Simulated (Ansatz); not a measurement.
Gas-phase reaction in SMILES: CCCCCCO + 5 C (CH4) → 5 CC (C2H6) + CO (CH4O) [methanol]
Structures are relaxed separately at B3LYP-D3(BJ)/def2-TZVP in Ansatz (a quantum-chemistry and plane-wave program), one conformer each, not searched for the lowest.

Quantity: bond separation energy (electronic energy difference), in kJ/mol. Valence correlation only, unless marked. No spin-orbit coupling. No relativistic terms. CBS marks a two-point X^-3 extrapolation of the correlation energy; Hartree-Fock from the larger set. [CCSD(T)-MP2]/basis is that difference in the basis named.

| level | program | bond separation energy (kJ/mol) |
|---|---|---|
| HF/6-31G | Ansatz | 35.7 |
| HF/6-31G* | Ansatz | 29.5 |
| RI-HF/cc-pVQZ | Ansatz | 29.8 |
| BLYP-D3(BJ)/def2-TZVPD | Ansatz + dftd3 | 49.2 |
| revPBE-D3(BJ)/def2-TZVPD | Ansatz + dftd3 | 49.9 |
| revPBE/def2-TZVPD | Ansatz | 31.8 |
| r2SCAN-D4/def2-TZVPD | Ansatz + dftd4 | 56.7 |

Predict the RI-MP2/CBS(cc-pVTZ,cc-pVQZ)+[CCSD(T)-MP2]/cc-pVTZ result (Ansatz).

58.0 kJ/mol
